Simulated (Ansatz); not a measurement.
Steps of a relaxation of `O=C/C=C(\O)c1ccccc1` with RKS PBE-D4/def2-SVP.

```sh
$ ansatz run in.yaml --threads 4 --pin off --events-out ev --progress --plain --max-ram 66560MiB --backend cuda --devices 0, --max-vram 37GiB
```

```yaml
crystal:
  periodic: [false, false, false]
  atoms:
    - {symbol: O, position_ang: [-0.248500, 1.479800, -3.769600]}
    - {symbol: C, position_ang: [-0.373000, 0.325000, -3.525100]}
    - {symbol: C, position_ang: [-0.309800, -0.194200, -2.159200]}
    - {symbol: C, position_ang: [-0.016800, 0.626200, -1.094700]}
    - {symbol: O, position_ang: [0.050300, 1.979100, -1.217700]}
    - {symbol: C, position_ang: [0.021900, 0.114300, 0.286000]}
    - {symbol: C, position_ang: [0.992000, 0.656400, 1.168700]}
    - {symbol: C, position_ang: [1.130100, 0.201500, 2.468000]}
    - {symbol: C, position_ang: [0.273000, -0.826600, 2.970500]}
    - {symbol: C, position_ang: [-0.681100, -1.395900, 2.099200]}
    - {symbol: C, position_ang: [-0.818800, -0.926700, 0.786000]}
    - {symbol: H, position_ang: [-0.488600, -0.429600, -4.288400]}
    - {symbol: H, position_ang: [-0.400500, -1.244800, -2.060500]}
    - {symbol: H, position_ang: [-0.072700, 2.241500, -2.129900]}
    - {symbol: H, position_ang: [1.609600, 1.447800, 0.831900]}
    - {symbol: H, position_ang: [1.835600, 0.661300, 3.157300]}
    - {symbol: H, position_ang: [0.375500, -1.177600, 3.947900]}
    - {symbol: H, position_ang: [-1.346700, -2.171800, 2.448100]}
    - {symbol: H, position_ang: [-1.573500, -1.370000, 0.137800]}
basis:
  gaussian: {orbitals: def2-SVP}
hamiltonian: {xc: pbe, dispersion: d4}
relax: {f_tol: 0.03, max_steps: 200}
```

Positions (Å) and forces (eV/Å) along the path, 7 of 15 steps:

```xyz
19
step=1 energy=-13531.2075 eV
O    -0.248    1.480   -3.770    0.331    4.638   -1.486
C    -0.373    0.325   -3.525   -0.013   -3.051    2.921
C    -0.310   -0.194   -2.159    0.288    1.024   -0.966
C    -0.017    0.626   -1.095   -1.472    0.756   -0.225
O     0.050    1.979   -1.218    0.667   -1.180    2.411
C     0.022    0.114    0.286    0.481   -0.292    0.879
C     0.992    0.656    1.169   -1.023   -0.707   -0.025
C     1.130    0.202    2.468   -1.088   -1.007    0.934
C     0.273   -0.827    2.970    0.185    1.049   -2.900
C    -0.681   -1.396    2.099    0.579    0.838    0.034
C    -0.819   -0.927    0.786    0.692    0.504   -0.375
H    -0.489   -0.430   -4.288   -0.289   -1.008   -1.328
H    -0.401   -1.245   -2.061   -0.045   -1.476    0.488
H    -0.073    2.241   -2.130   -0.132   -0.084   -2.001
H     1.610    1.448    0.832    0.910    1.144   -0.605
H     1.836    0.661    3.157    0.429    0.176    0.133
H     0.376   -1.178    3.948    0.194   -0.687    2.121
H    -1.347   -2.172    2.448   -0.410   -0.548    0.266
H    -1.573   -1.370    0.138   -0.287   -0.090   -0.276
19
step=3 energy=-13531.7246 eV
O    -0.226    1.558   -3.773    0.381    0.726   -0.160
C    -0.335    0.352   -3.523   -0.705   -0.677    0.971
C    -0.338   -0.203   -2.176   -0.020    0.250   -0.615
C    -0.138    0.613   -1.074    0.817    0.704   -0.184
O     0.124    1.931   -1.217   -0.193   -0.688    0.765
C    -0.002    0.107    0.307   -0.218    0.124    0.230
C     0.931    0.710    1.187   -0.104   -0.103   -0.158
C     1.086    0.239    2.491   -0.055   -0.523    0.295
C     0.298   -0.836    2.960   -0.096    0.475   -0.521
C    -0.666   -1.403    2.109    0.178   -0.063   -0.044
C    -0.805   -0.952    0.789    0.027    0.167    0.005
H    -0.547   -0.386   -4.340    0.185   -0.015   -0.227
H    -0.441   -1.283   -2.063   -0.063   -0.230    0.143
H     0.095    2.142   -2.191   -0.176   -0.197   -0.647
H     1.557    1.528    0.821    0.067    0.206   -0.114
H     1.853    0.668    3.154   -0.044    0.113   -0.042
H     0.406   -1.192    3.984    0.072   -0.144    0.314
H    -1.308   -2.219    2.466   -0.065   -0.066    0.070
H    -1.585   -1.381    0.146    0.012   -0.058   -0.083
19
step=4 energy=-13531.8549 eV
O    -0.075    1.588   -3.697   -0.219   -0.531    0.163
C    -0.374    0.376   -3.475    0.044    0.104   -0.157
C    -0.407   -0.210   -2.168   -0.031   -0.154   -0.222
C    -0.084    0.598   -1.076   -0.158    0.303    0.136
O     0.185    1.880   -1.258    0.134   -0.212    0.233
C     0.005    0.120    0.318    0.067   -0.073   -0.041
C     0.923    0.733    1.198    0.011    0.101    0.036
C     1.072    0.255    2.506    0.042    0.146    0.033
C     0.295   -0.824    2.955    0.013   -0.110    0.120
C    -0.634   -1.427    2.092   -0.072    0.006   -0.028
C    -0.782   -0.957    0.780    0.004   -0.143    0.029
H    -0.612   -0.295   -4.350    0.065    0.195    0.143
H    -0.615   -1.286   -2.044    0.043    0.220   -0.024
H     0.120    2.003   -2.295    0.073    0.176   -0.283
H     1.520    1.587    0.839   -0.053   -0.088    0.005
H     1.795    0.738    3.184   -0.041   -0.054   -0.046
H     0.413   -1.198    3.987   -0.014    0.034   -0.086
H    -1.256   -2.266    2.445    0.029    0.048   -0.008
H    -1.530   -1.419    0.116    0.064    0.032   -0.004
19
step=6 energy=-13531.8821 eV
O    -0.067    1.584   -3.687   -0.023    0.027    0.075
C    -0.416    0.391   -3.472    0.072   -0.058   -0.003
C    -0.448   -0.197   -2.171   -0.046   -0.036   -0.057
C    -0.059    0.586   -1.080   -0.044   -0.011    0.118
O     0.309    1.838   -1.256    0.040    0.053   -0.175
C     0.020    0.094    0.311    0.008    0.009   -0.038
C     0.901    0.744    1.202   -0.001   -0.004    0.061
C     1.042    0.284    2.516   -0.003    0.038    0.005
C     0.286   -0.812    2.964    0.021   -0.005    0.003
C    -0.612   -1.447    2.090   -0.017    0.009   -0.024
C    -0.744   -1.000    0.769   -0.001   -0.036    0.009
H    -0.689   -0.252   -4.346   -0.037    0.020   -0.012
H    -0.711   -1.255   -2.050   -0.019    0.013    0.015
H     0.228    1.985   -2.303    0.003    0.024   -0.016
H     1.470    1.609    0.832    0.029   -0.017    0.041
H     1.745    0.786    3.197   -0.006    0.000    0.017
H     0.394   -1.170    3.999   -0.002   -0.001   -0.001
H    -1.221   -2.293    2.443   -0.002   -0.003    0.004
H    -1.472   -1.480    0.098    0.029   -0.022   -0.021
19
step=9 energy=-13531.9030 eV
O    -0.016    1.553   -3.693    0.002   -0.030   -0.040
C    -0.511    0.413   -3.457   -0.067    0.053    0.051
C    -0.535   -0.168   -2.157    0.035    0.014    0.032
C     0.029    0.564   -1.096   -0.043   -0.075   -0.031
O     0.554    1.748   -1.324   -0.008   -0.043   -0.014
C     0.090    0.081    0.301    0.003    0.005    0.039
C     0.885    0.779    1.240   -0.029   -0.006   -0.066
C     0.965    0.343    2.567   -0.011    0.002   -0.007
C     0.246   -0.791    2.980    0.002   -0.014    0.002
C    -0.552   -1.488    2.057   -0.001    0.001    0.020
C    -0.631   -1.058    0.727    0.026    0.020   -0.005
H    -0.961   -0.159   -4.308    0.050    0.016    0.026
H    -0.962   -1.168   -2.007    0.029    0.060   -0.013
H     0.413    1.896   -2.379    0.016   -0.004    0.000
H     1.439    1.665    0.899   -0.007    0.002    0.008
H     1.591    0.892    3.288   -0.013   -0.012   -0.020
H     0.307   -1.132    4.025   -0.005    0.000   -0.010
H    -1.124   -2.372    2.379    0.007    0.007   -0.003
H    -1.270   -1.602    0.016    0.011    0.005    0.033
19
step=10 energy=-13531.9049 eV
O    -0.003    1.553   -3.695   -0.041   -0.045   -0.004
C    -0.525    0.425   -3.455    0.073    0.023    0.043
C    -0.549   -0.160   -2.157    0.012    0.057    0.000
C     0.036    0.556   -1.098   -0.027   -0.034   -0.026
O     0.586    1.727   -1.331   -0.006   -0.008   -0.019
C     0.093    0.075    0.300   -0.008   -0.020    0.024
C     0.878    0.782    1.239    0.001    0.026   -0.020
C     0.955    0.350    2.569   -0.009   -0.005   -0.006
C     0.245   -0.789    2.982    0.001   -0.006    0.010
C    -0.543   -1.495    2.058   -0.001    0.001    0.011
C    -0.620   -1.068    0.727    0.030    0.025    0.004
H    -0.979   -0.142   -4.305   -0.012    0.015   -0.004
H    -0.996   -1.149   -2.008   -0.011   -0.010    0.001
H     0.441    1.879   -2.387    0.017    0.007    0.013
H     1.425    1.674    0.902   -0.010   -0.014   -0.003
H     1.572    0.907    3.290    0.001    0.003   -0.004
H     0.303   -1.126    4.028    0.001    0.001   -0.009
H    -1.108   -2.383    2.379    0.002    0.001   -0.002
H    -1.251   -1.620    0.018   -0.012   -0.017   -0.011
19
step=15 energy=-13531.9074 eV
O     0.069    1.520   -3.709    0.000   -0.002    0.004
C    -0.559    0.454   -3.447   -0.006    0.000   -0.014
C    -0.616   -0.121   -2.146    0.003    0.009    0.002
C     0.064    0.532   -1.106    0.009   -0.024   -0.003
O     0.724    1.641   -1.359   -0.004    0.008   -0.005
C     0.106    0.059    0.296    0.004    0.014   -0.003
C     0.842    0.803    1.246   -0.010   -0.005   -0.005
C     0.904    0.387    2.580    0.005    0.001   -0.002
C     0.235   -0.778    2.988   -0.004    0.001   -0.001
C    -0.501   -1.525    2.052    0.005   -0.003   -0.005
C    -0.565   -1.111    0.716   -0.004   -0.003    0.010
H    -1.097   -0.062   -4.282    0.003    0.002    0.006
H    -1.175   -1.049   -1.982    0.002    0.004    0.005
H     0.573    1.806   -2.409    0.000   -0.004    0.007
H     1.360    1.712    0.911    0.001    0.001    0.001
H     1.481    0.976    3.310   -0.001   -0.003    0.000
H     0.284   -1.106    4.037   -0.002    0.001    0.000
H    -1.028   -2.438    2.366    0.001    0.001    0.001
H    -1.144   -1.707   -0.004    0.001    0.003    0.001
```

Hardware: 4 threads of an AMD EPYC 7R13 on a shared host and a share of an NVIDIA H100 80 GB. Wall time 15 s, peak host memory 0.85 GiB.
